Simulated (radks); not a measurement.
The numbers below are computed, except where a source is named.
Excited configurations of Au2+: one electron is placed in a higher orbital outside [Xe] 4f14 5d8. The ground configuration is [Xe] 4f14 5d9. Level of theory: scalar-relativistic Kohn-Sham, PBE, spin-polarised, spherical densities, finite nucleus; open shells are filled with parallel spins first (spin-orbit coupling, left out, can overturn this in heavy ions); Fermi nuclear charge, rms radius 5.4371 fm (a radial shooting solver on a logarithmic mesh with Libxc functionals). Excitation = E - E(ground); binding = E(ion) - E, where the ion is the core of charge +3; n* = 3/sqrt(2 binding) in atomic units, and the quantum defect is n - n*.

outer orbital  excitation (eV)  binding (eV)  quantum defect  <r> (bohr)
5f                      24.884         8.431           1.189       5.168
6s                       4.104        29.211           3.953       2.362
6p                      12.935        20.380           3.549       2.955
6d                      21.580        11.735           2.770       4.495
6f                      27.558         5.757           1.388       8.901
7s                      20.464        12.851           3.913       5.005
7p                      23.060        10.255           3.544       5.971
7d                      26.255         7.060           2.835       8.146
7f                      29.260         4.055           1.505       13.67

The Delta-SCF ionisation energy is 33.315 eV (NIST Atomic Spectra Database: 30 eV, theoretical). Self-interaction in the functional shifts the binding energies and quantum defects, so they are the method's values and not measured ones. Open shells are spherical and high-spin; term and fine-structure splittings are not resolved. Spin-orbit splitting is averaged out at the scalar-relativistic level.
